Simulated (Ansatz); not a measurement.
Task: Name a neutral molecule of B, C, Cl, F, O with HOMO energy (PBE0/def2-TZVPP) between -10.15 and -9.85 eV and HOMO energy (ωB97M-V/def2-TZVPP) between -12.60 and -12.30 eV (Ansatz, PBE0-D4/def2-TZVP geometry).

Result: `FB(Cl)OC(F)(F)F` (-10.00 eV, -12.32 eV). Other molecules can fit too; these were computed, each in one conformer that needn't be the lowest.
